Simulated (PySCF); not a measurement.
Cu(OH) (CuHO), SMILES [OH][Cu], multiplicity 1. Atoms are numbered in the order given.

```xyz
3

Cu    -0.0054    -0.4266     0.0000
O      0.1174     1.3359     0.0000
H     -0.7841     1.6851     0.0000
```

Geometry: r2SCAN-D4/def2-TZVP. The spin state was assumed, not searched.

Two levels are set side by side: PBE/pcSseg-2 (PySCF) and PBE0/pcSseg-2 (PySCF). GIAO shifts against H2O (¹⁷O), TMS (¹H) at the same level; non-relativistic, no solvent, atoms listed together averaged. Differences are taken from unrounded values.

```json
[
 {"quantity": "δ(¹⁷O) of O2 (ppm)", "PBE0": "-109.7", "PBE": "-106.4", "PBE minus PBE0": "3.4"},
 {"quantity": "δ(¹H) of H3 (ppm)", "PBE0": "-2.42", "PBE": "-2.77", "PBE minus PBE0": "-0.35"}
]
```

Rough cost on one machine, each run with all the roots and properties that it gave: PBE0 against PBE within a factor of 2.
